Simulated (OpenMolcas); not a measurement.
**Multiconfigurational calculation on P+**

Input:

```
&GATEWAY
Coord
1

P 0.0 0.0 0.0
Basis=ANO-RCC
Group=XYZ
NoMove
AngMom=0.0 0.0 0.0
AMFI
&SEWARD
&RASSCF
FileOrb=start.orb
Symmetry=1
Spin=3
nActEl=2 0 1
Inactive=3 3
Ras2=0 3
Ras3=6 0
CIRoot=3 3 1
SDav=3
CIMx=300
Iter=120 100
PrWF=0.3
OrbListing=Nothing
MaxOrb=0
Thrs=2.0e-7 1.0e-1 5.0e-4
Atom
>>> COPY $Project.JobIph JOB001
&RASSCF
FileOrb=start.orb
Symmetry=1
Spin=1
nActEl=2 0 1
Inactive=3 3
Ras2=0 3
Ras3=6 0
CIRoot=6 6 1
SDav=6
CIMx=300
Iter=120 100
PrWF=0.3
OrbListing=Nothing
MaxOrb=0
Thrs=2.0e-7 1.0e-1 5.0e-4
Atom
>>> COPY $Project.JobIph JOB002
&RASSCF
FileOrb=start.orb
Symmetry=2
Spin=3
nActEl=2 0 1
Inactive=3 3
Ras2=0 3
Ras3=6 0
CIRoot=18 18 1
SDav=18
CIMx=300
Iter=120 100
PrWF=0.3
OrbListing=Nothing
MaxOrb=0
Thrs=2.0e-7 1.0e-1 5.0e-4
Atom
>>> COPY $Project.JobIph JOB003
&RASSCF
FileOrb=start.orb
Symmetry=2
Spin=1
nActEl=2 0 1
Inactive=3 3
Ras2=0 3
Ras3=6 0
CIRoot=18 18 1
SDav=18
CIMx=300
Iter=120 100
PrWF=0.3
OrbListing=Nothing
MaxOrb=0
Thrs=2.0e-7 1.0e-1 5.0e-4
Atom
>>> COPY $Project.JobIph JOB004
&RASSI
NrOfJobIphs=4 3 6 18 18
1 2 3
1 2 3 4 5 6
1 2 3 4 5 6 7 8 9 10 11 12 13 14 15 16 17 18
1 2 3 4 5 6 7 8 9 10 11 12 13 14 15 16 17 18
IphNames
JOB001
JOB002
JOB003
JOB004
EJob
SpinOrbit
DIPRint=1.0
SOCoupling=1000.0
Subsets=2
MEES
Property=10
'ANGMOM' 1 'ANGMOM' 2 'ANGMOM' 3 'MLTPL  1' 1 'MLTPL  1' 2 'MLTPL  1' 3
'AMFI' 1 'AMFI' 2 'AMFI' 3 'MLTPL  2' 6
SOProperty=3
'ANGMOM' 1 'ANGMOM' 2 'ANGMOM' 3
```

Launched by
```bash
OMP_NUM_THREADS=1 MOLCAS_MEM=2252 MOLCAS_PROJECT=a pymolcas a.inp > a.log  # once for each step of the input, in one work folder
```

A driver script runs the steps one by one and writes start.orb anew before each from the orbitals found so far.

Output, cut to the results:

```
--- SEWARD ---
Basis set label: P.ANO-RCC.........

      Electronic valence basis set:
      ------------------
      Associated Effective Charge  15.000000 au
      Associated Actual Charge     15.000000 au
      Nuclear Model: Point charge

      Shell  nPrim  nBasis  Cartesian Spherical Contaminant
         s      17       8        X
         p      12       7        X
         d       5       5                 X
         f       4       4                 X
         g       2       2                 X
                  Relativistic Douglas-Kroll-Hess integrals:
                    - DKH order of Hamiltonian: 2
                    - DKH order of Properties : 0
                  Atomic mean-field integrals
--- RASSCF ---
Wave function specifications:
      -----------------------------

      Number of closed shell electrons          12
      Number of electrons in active shells       2
      Max number of holes in RAS1 space          0
      Max nr of electrons in RAS3 space          1
      Number of inactive orbitals                6
      Number of active orbitals                  9
      Number of secondary orbitals              85
      Spin quantum number                      1.0
      State symmetry                             1
Orbital specifications:
      -----------------------

      Symmetry species                           1   2
                                                ag  au
      Frozen orbitals                            0   0
      Inactive orbitals                          3   3
      Active orbitals                            6   3
      RAS1 orbitals                              0   0
      RAS2 orbitals                              0   3
      RAS3 orbitals                              6   0
      Secondary orbitals                        42  43
      Deleted orbitals                           0   0
      Number of basis functions                 51  49
      Number of CSFs                             3
      Number of root(s) required                 3
      Iter CI   SX   CI       RASSCF       Energy    max ROT     max BLB   max BLB  Level Ln srch  Step   QN
          iter iter root      energy       change     param      element    value   shift minimum  type update
 Nr of preliminary CI iterations:   1
 ###############################################################################
 ###############################################################################
 ###                                                                         ###
 ###                                                                         ###
 ###    WARNING: Problems in orbital optimization.                           ###
 ###                                                                         ###
 ###                                                                         ###
 ###############################################################################
 ###############################################################################
  Warning: In symmetry  1, orbital p=   4 has diagonal density matrix element D(p,p) close to zero. D(p,p)=  0.000000E+00
  Warning: In symmetry  1, orbital p=   5 has diagonal density matrix element D(p,p) close to zero. D(p,p)=  0.000000E+00
        ...
  Warning: In symmetry  1, orbital p=   7 has diagonal density matrix element D(p,p) close to zero. D(p,p)=  0.000000E+00
  Warning: In symmetry  1, orbital p=   8 has diagonal density matrix element D(p,p) close to zero. D(p,p)=  0.000000E+00
  Warning: In symmetry  1, orbital p=   9 has diagonal density matrix element D(p,p) close to zero. D(p,p)=  0.000000E+00
        4   1    4    0  -341.16554030   -2.81E-11   1.05E-06    3   9 1  2.62E-06   0.50   0.00    SX    NO
      Convergence after  4 iterations
        5   1    4    0  -341.16554030   -6.54E-12   1.05E-06    3   9 1  1.32E-06   0.50   0.00    SX    NO
      Natural orbitals and occupation numbers for root  1
      sym 1:   0.000000   0.000000   0.000000   0.000000   0.000000   0.000000
      sym 2:   0.000000   1.000000   1.000000
      Natural orbitals and occupation numbers for root  2
      sym 1:   0.000000   0.000000   0.000000   0.000000   0.000000   0.000000
      sym 2:   1.000000   1.000000   0.000000
      Natural orbitals and occupation numbers for root  3
      sym 1:   0.000000   0.000000   0.000000   0.000000   0.000000   0.000000
      sym 2:   1.000000   0.000000   1.000000
::    RASSCF root number  1 Total energy:   -341.16554030
...
--- RASSI ---
SPIN-FREE ENERGIES:
  (Shifted by EMIN (a.u.) =       -341.1655403029)

 SF State       Relative EMIN(au)   Rel lowest level(eV)    D:o, cm**(-1)      L_eff

     1             0.0000000000        0.0000000000              0.0000         1.0
     2             0.0000000000        0.0000000000              0.0000         1.0
     3             0.0000000000        0.0000000000              0.0000         1.0
     4             0.0516119417        1.4044324810          11327.5119         2.0
     5             0.0516119417        1.4044324810          11327.5119         2.0
     6             0.0516119417        1.4044324810          11327.5119         2.0
     7             0.0516119417        1.4044324810          11327.5119         2.0
     8             0.0516119417        1.4044324810          11327.5119         2.0
     9             0.1278079766        3.4778322170          28050.6086         0.0
    10             0.3908388296       10.6352663523          85779.2081         1.0
    11             0.3908388296       10.6352663523          85779.2081         1.0
    12             0.3908388296       10.6352663523          85779.2081         1.0
    13             0.3940905836       10.7237510850          86492.8855         3.0
    14             0.3940905836       10.7237510850          86492.8855         3.0
    15             0.3940905836       10.7237510850          86492.8855         3.0
    16             0.3940905836       10.7237510850          86492.8855         3.0
    17             0.3940905836       10.7237510850          86492.8855         3.0
    18             0.3940905836       10.7237510850          86492.8855         3.0
    19             0.3940905836       10.7237510850          86492.8855         3.0
    28             0.4016093829       10.9283480369          88143.0713         1.0
    29             0.4016093829       10.9283480369          88143.0713         1.0
...
```

Levels above the lowest, from the spin-orbit matrix, grouped by J:

| Configuration | Term | J | E (eV) | Measured (eV) | Term weight % |
| --- | --- | --- | --- | --- | --- |
| 3s2 3p2 | 3P | 0 | 0.0000 | 0.0000 | 100 |
| 3s2 3p2 | 3P | 1 | 0.0181 | 0.0204 | 100 |
| 3s2 3p2 | 3P | 2 | 0.0524 | 0.0582 | 100 |
| 3s2 3p2 | 1D | 2 | 1.4403 | 1.1013 | 100 |
| 3s2 3p2 | 1S | 0 | 3.5140 | 2.6750 | 100 |
| 3s2 3p 4s | 3P* | 0 | 10.6329 | 10.7367 | 100 |
| 3s2 3p 4s | 3P* | 1 | 10.6494 | 10.7549 | 99 |
| 3s2 3p 4s | 3P* | 2 | 10.6896 | 10.8021 | 100 |
| 3s2 3p 3d | 3F* | 2 | 10.7326 |  | 100 |
| 3s2 3p 3d | 3F* | 3 | 10.7523 |  | 100 |
| 3s2 3p 3d | 3F* | 4 | 10.7786 |  | 100 |
| 3s2 3p 4s | 1P* | 1 | 10.9662 | 11.0214 | 99 |
| 3s2 3p 3d | 1D* | 2 | 11.3899 |  | 100 |
| 3s2 3p 3d | 3P* | 2 | 12.1243 |  | 97 |
| 3s2 3p 3d | 3P* | 1 | 12.1430 |  | 97 |
| 3s2 3p 3d | 3P* | 0 | 12.1553 |  | 100 |
| 3s2 3p 3d | 3D* | 1 | 12.2380 |  | 97 |
| 3s2 3p 3d | 3D* | 2 | 12.2463 |  | 97 |
| 3s2 3p 3d | 3D* | 3 | 12.2518 |  | 100 |
| 3s2 3p 3d | 1P* | 1 | 13.5127 |  | 100 |
| 3s2 3p 3d | 1F* | 3 | 13.6016 |  | 100 |

Against the 8 measured excited levels shown (NIST Handbook of Basic Atomic Spectroscopic Data) the mean absolute deviation is 1600 cm-1; the largest miss in energy is 3s2 3p2 1S0: computed 3.5140, measured 2.6750 eV (+31.4 %).

Without dynamic correlation excited terms often stand tens of per cent too high (terms of higher spin than the ground term too low), and those without a measured partner can miss by more than the paired ones. ANO sets are built for valence states and can reach diffuse excited orbitals poorly, and with the s shell closed the s pⁿ⁺¹ terms that mix with these levels are absent. With the s shell closed, the reference lacks s² → p² mixing. Computed and measured levels are paired by configuration, term and J; levels that our copy of the source lacks, or whose pairing is in doubt (as where it misses far off the trend of its configuration), stay unpaired and out of the deviations. Levels of configurations outside the active space are missing.

The RASSCF and RASSI steps took 20 s on 1 thread of Intel(R) Xeon(R) 6975P-C (Granite Rapids) (shared host); the integral step is not counted.

The term weight is that of the spin-free term in the level, not the purity of its configuration. * marks odd parity.
